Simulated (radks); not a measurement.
Problem. These are the eigenvalues of the occupied orbitals of an atom or ion with whole-number occupations (hartree). All-electron calculation, non-relativistic Kohn-Sham, exchange-only B88, spin-polarised, spherical densities, point nucleus. Program: a radial shooting solver on a logarithmic mesh with Libxc functionals.

| orbital | eigenvalue |
|---|---|
| 1s | -22.76766 |
| 2s | -3.73551 |

Which element is it, and in what charge state? The configuration may be excited. Open shells, if any, are filled with parallel spins first.

Solution. Z = 8, oxygen, charge +4: O4+ in [He] 2s2. The 1s level, -22.768 hartree, gives Z - s = 6.7 by -(Z - s)^2/2, which with screening narrows Z to a few neighbours, and with so few levels the electron count can be read from the list.
